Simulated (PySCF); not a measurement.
## From computed data to an observable: dipole moment from atomic charges

In(F)(Cl)(Me) (CH3ClFIn), SMILES [CH3][In]([F])[Cl]. Atoms are numbered in the order given.

```xyz
7

In     0.0567    -0.2389     0.0821
F     -1.4342    -1.4235    -0.4608
Cl    -0.3952     1.9677    -0.6367
C      1.7801    -0.9516     1.1583
H      2.4547    -0.1008     1.3607
H      2.2835    -1.7124     0.5332
H      1.4300    -1.4095     2.1020
```

The structure is a stationary point at PBE-D3(BJ)/def2-SVP. The def2 effective core potentials stand for the cores of In; spin–orbit coupling is left out.

Charges (e) from HF/def2-TZVP (PySCF):

| atom | Mulliken | ESP fit |
|---|---|---|
| In1 | 1.236 | 1.203 |
| F2 | -0.620 | -0.556 |
| Cl3 | -0.480 | -0.424 |
| C4 | -0.596 | -0.887 |
| H5 | 0.159 | 0.191 |
| H6 | 0.151 | 0.236 |
| H7 | 0.151 | 0.237 |

The dipole moment of the full density is 4.49 D.

**Question.** What dipole moment does each set of point charges give, and which comes closer to that of the density?

**Answer.** 
μ = Σ q r, and 1 e Å = 4.8032 D.
Mulliken: Σ q r = (1.039, -0.277, 0.617) e Å, |μ| = 5.95 D.
ESP fit: Σ q r = (0.801, -0.244, 0.481) e Å, |μ| = 4.64 D.
ESP fit comes closer in size. Point charges leave out the atoms' own dipoles (lone pairs, polarised bonds); fits to the potential absorb them, partitions of the density don't.
